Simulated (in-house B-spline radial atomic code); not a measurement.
Successive ionisation energies of samarium; each step leads to the configuration of the next row (after the last: [Kr] 4d3/2(4) 4d5/2(1)). Dirac energy differences include first-order Breit, QED and recoil terms. NIST's values go from ground level to ground level; the uncertainty of those that are theory runs from under 0.1 % in few-electron ions to several per cent in heavy many-electron ones. Computed with a radial B-spline atomic code at the basis-set limit: Dirac-Hartree-Fock, jj configuration that fills j = l - 1/2 first, finite nuclei.

A number in brackets counts the electrons of a j subshell.

| ion | configuration | ionisation energy (eV) | tabulated value (eV) | computed minus tabulated (eV) | highest orbital | largest mean radius (bohr) |
| --- | --- | --- | --- | --- | --- | --- |
| Sm16+ | [Kr] 4d10 | 473.5 | 474 | -0.5 | 4d5/2 | 0.62597 |
| Sm17+ | [Kr] 4d3/2(4) 4d5/2(5) | 508.6 | 506 | 2.6 | 4d5/2 | 0.61788 |
| Sm18+ | [Kr] 4d3/2(4) 4d5/2(4) | 544.3 | 543 | 1.3 | 4d5/2 | 0.61039 |
| Sm19+ | [Kr] 4d3/2(4) 4d5/2(3) | 580.8 | 581 | -0.2 | 4d5/2 | 0.60313 |
| Sm20+ | [Kr] 4d3/2(4) 4d5/2(2) | 617.9 | 617 | 0.9 | 4d5/2 | 0.5961 |
